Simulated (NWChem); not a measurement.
System: dimethoxyethane (C4H10O2); SMILES C(OC)COC

NWChem input:

```
start job
memory heap 200 mb stack 900 mb global 1100 mb
geometry units angstroms noautosym nocenter noautoz
  C     -2.716599    -0.149651     0.469698
  O     -1.413498     0.322061     0.351452
  C     -0.710495    -0.249702    -0.708040
  C      0.710495     0.249702    -0.708040
  O      1.413498    -0.322061     0.351452
  C      2.716599     0.149651     0.469698
  H     -3.320738     0.055524    -0.438113
  H     -3.187272     0.361463     1.321464
  H     -2.749887    -1.242211     0.655527
  H     -1.181846     0.005837    -1.681373
  H     -0.699891    -1.356683    -0.629672
  H      1.181846    -0.005837    -1.681373
  H      0.699891     1.356683    -0.629672
  H      3.320738    -0.055524    -0.438113
  H      2.749887     1.242211     0.655527
  H      3.187272    -0.361463     1.321464
end
basis spherical
  C library 6-31g*
  O library 6-31g*
  H library 6-31g*
end
dft
  xc pbe0
  iterations 150
end
cosmo
  dielec 11.7
end
task dft energy
```

Output (shortened):

```
             Northwest Computational Chemistry Package (NWChem) 7.3.0
             --------------------------------------------------------

                             Geometry "geometry" -> ""
                             -------------------------

 Output coordinates in angstroms (scale by  1.889725989 to convert to a.u.)

  No.       Tag          Charge          X              Y              Z
 ---- ---------------- ---------- -------------- -------------- --------------
    1 C                    6.0000    -2.71659900    -0.14965100     0.46969800
    2 O                    8.0000    -1.41349800     0.32206100     0.35145200
    3 C                    6.0000    -0.71049500    -0.24970200    -0.70804000
    4 C                    6.0000     0.71049500     0.24970200    -0.70804000
    5 O                    8.0000     1.41349800    -0.32206100     0.35145200
    6 C                    6.0000     2.71659900     0.14965100     0.46969800
    7 H                    1.0000    -3.32073800     0.05552400    -0.43811300
    8 H                    1.0000    -3.18727200     0.36146300     1.32146400
    9 H                    1.0000    -2.74988700    -1.24221100     0.65552700
   10 H                    1.0000    -1.18184600     0.00583700    -1.68137300
   11 H                    1.0000    -0.69989100    -1.35668300    -0.62967200
   12 H                    1.0000     1.18184600    -0.00583700    -1.68137300
   13 H                    1.0000     0.69989100     1.35668300    -0.62967200
   14 H                    1.0000     3.32073800    -0.05552400    -0.43811300
   15 H                    1.0000     2.74988700     1.24221100     0.65552700
   16 H                    1.0000     3.18727200    -0.36146300     1.32146400

 Effective nuclear repulsion energy (a.u.)     257.7139612079

                                 NWChem DFT Module
                                 -----------------

 Summary of "ao basis" -> "ao basis" (spherical)
 ------------------------------------------------------------------------------
       Tag                 Description            Shells   Functions and Types
 ---------------- ------------------------------  ------  ---------------------
 C                           6-31g*                  6       14   3s2p1d
 O                           6-31g*                  6       14   3s2p1d
 H                           6-31g*                  2        2   2s

 in cosmo_initialize ...

[...]

                                   COSMO solvation results
                                   -----------------------

                 gas phase energy =      -308.489925320190
                 sol phase energy =      -308.498109800408
 (electrostatic) solvation energy =         0.008184480218 (    5.14 kcal/mol)

                       DFT Final Molecular Orbital Analysis
                       ------------------------------------

 Vector   23  Occ=2.000000D+00  E=-3.286231D-01
              MO Center= -1.7D-08,  1.8D-09, -1.8D-02, r^2= 3.8D+00
   Bfn.  Coefficient  Atom+Function         Bfn.  Coefficient  Atom+Function
  ----- ------------  ---------------      ----- ------------  ---------------
    18      0.194306   2 O  py               60     -0.194306   5 O  py
    19      0.186164   2 O  pz               61      0.186164   5 O  pz
    32     -0.163251   3 C  py               46      0.163251   4 C  py
    20      0.156658   2 O  s                62      0.156658   5 O  s
    17      0.155087   2 O  px               59     -0.155087   5 O  px

 Vector   24  Occ=2.000000D+00  E=-2.750840D-01
              MO Center= -1.2D-07,  7.5D-10,  3.9D-02, r^2= 4.4D+00
   Bfn.  Coefficient  Atom+Function         Bfn.  Coefficient  Atom+Function
  ----- ------------  ---------------      ----- ------------  ---------------
    18      0.290448   2 O  py               60     -0.290448   5 O  py
    22      0.230950   2 O  py               64     -0.230950   5 O  py
    19     -0.211453   2 O  pz               61     -0.211453   5 O  pz
    94      0.169324  11 H  s                98      0.169324  13 H  s
    23     -0.163378   2 O  pz               65     -0.163378   5 O  pz

 Vector   25  Occ=2.000000D+00  E=-2.650098D-01
              MO Center=  1.1D-07, -8.1D-10,  7.5D-02, r^2= 4.5D+00
   Bfn.  Coefficient  Atom+Function         Bfn.  Coefficient  Atom+Function
  ----- ------------  ---------------      ----- ------------  ---------------
    18      0.280769   2 O  py               60      0.280769   5 O  py
    19     -0.265665   2 O  pz               61      0.265665   5 O  pz
    22      0.219764   2 O  py               64      0.219764   5 O  py
    23     -0.209683   2 O  pz               65      0.209683   5 O  pz
    86     -0.136214   7 H  s               100      0.136214  14 H  s

 Vector   26  Occ=0.000000D+00  E= 1.036741D-01
              MO Center= -4.8D-07, -1.0D-07, -5.9D-01, r^2= 7.2D+00
   Bfn.  Coefficient  Atom+Function         Bfn.  Coefficient  Atom+Function
  ----- ------------  ---------------      ----- ------------  ---------------
    92      0.759203  10 H  s                96      0.759203  12 H  s
    34     -0.684900   3 C  s                48     -0.684900   4 C  s
     7      0.486613   1 C  px               20     -0.488054   2 O  s
    62     -0.488053   5 O  s                77     -0.486613   6 C  px
     6     -0.473697   1 C  s                76     -0.473697   6 C  s

 Vector   27  Occ=0.000000D+00  E= 1.139843D-01
              MO Center=  4.6D-07,  9.4D-08, -4.4D-02, r^2= 9.2D+00
   Bfn.  Coefficient  Atom+Function         Bfn.  Coefficient  Atom+Function
  ----- ------------  ---------------      ----- ------------  ---------------
     6      1.011900   1 C  s                76     -1.011900   6 C  s
    34      0.674382   3 C  s                48     -0.674382   4 C  s
    90     -0.673880   9 H  s               102      0.673880  15 H  s
    94     -0.625269  11 H  s                98      0.625269  13 H  s
    86     -0.564410   7 H  s               100      0.564410  14 H  s

[...]
```

Level: PBE0/6-31G* (spherical d), COSMO on the gas-phase geometry. The geometry was optimised at PBE0/def2-SVP. COSMO prints the solvation energy as gas minus solution, so a positive value is a stabilisation.
